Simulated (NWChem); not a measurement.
System: BSiH$_{3}$O$_{2}$F$_{2}$; SMILES OB(O)[SiH](F)F

```xyz
9

Si    -0.1864    -0.8102    -0.4025
F      1.3289    -1.3520    -0.1120
F     -1.1502    -1.5702     0.6574
B     -0.0286     1.1690    -0.0127
O      1.1476     1.6335     0.4851
O     -1.0534     2.0187    -0.2416
H     -0.5812    -1.2825    -1.7550
H      1.8040     0.9352     0.5959
H     -0.8316     2.9278     0.0012
```
Atoms are numbered in this order, from 1.

Program: NWChem. All runs use the structure optimised with PBE0/def2-SVP. Total energies compare along this basis series because the functional is fixed.

```
level             basis functions  energy (Ha)  highest occupied level (eV)  orbital gap (eV)  dipole (D)
----------------  ---------------  -----------  ---------------------------  ----------------  ----------
PBE0/cc-pVDZ                  103    -666.0063                          [?]               [?]         [?]
PBE0/aug-cc-pVDZ              169    -666.0505                        -8.70              7.71        2.12
PBE0/cc-pVTZ                  226    -666.1665                        -8.57              7.77        2.07
```

### Question
Complete the blanks.

### Answer

- PBE0/cc-pVDZ, highest occupied level (eV): -8.41
- PBE0/cc-pVDZ, orbital gap (eV): 7.87
- PBE0/cc-pVDZ, dipole (D): 2.26
